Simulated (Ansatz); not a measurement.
Start from `[SiH3][O][GaH][SH]` and change one element to get `[SiH3]OBS`.

Ansatz, PBE0-D4/def2-TZVP geometries, multiplicity 1. Each molecule was computed in one conformer, which needn't be the lowest.

Scalar relativity is left out up to krypton.

```csv
property,`[SiH3][O][GaH][SH]`
LUMO energy (PBE0/def2-TZVPP) / eV,-1.10
LUMO energy (ωB97M-V/def2-TZVPP) / eV,0.59
HOMO–LUMO gap (B3LYP/def2-TZVPP) / eV,6.27
size of the dipole moment (PBE/def2-TZVPP) / D,0.34
HOMO–LUMO gap (PBE/def2-TZVPP) / eV,4.78
size of the dipole moment (B3LYP/def2-TZVPP) / D,0.37
```

**Question.** Give the same properties after the change, and the shifts. (Estimate.)

**Answer.** Ansatz gave: 
| property | `[SiH3]OBS` | shift |
| --- | --- | --- |
| LUMO energy (PBE0/def2-TZVPP) / eV | -0.31 | 0.79 |
| LUMO energy (ωB97M-V/def2-TZVPP) / eV | 1.65 | 1.06 |
| HOMO–LUMO gap (B3LYP/def2-TZVPP) / eV | 7.14 | 0.87 |
| size of the dipole moment (PBE/def2-TZVPP) / D | 1.71 | 1.37 |
| HOMO–LUMO gap (PBE/def2-TZVPP) / eV | 5.42 | 0.64 |
| size of the dipole moment (B3LYP/def2-TZVPP) / D | 1.67 | 1.30 |

Dipoles are sizes alone; their direction can turn.

B3LYP here is the variant with VWN-RPA as its local correlation; programs differ in this.
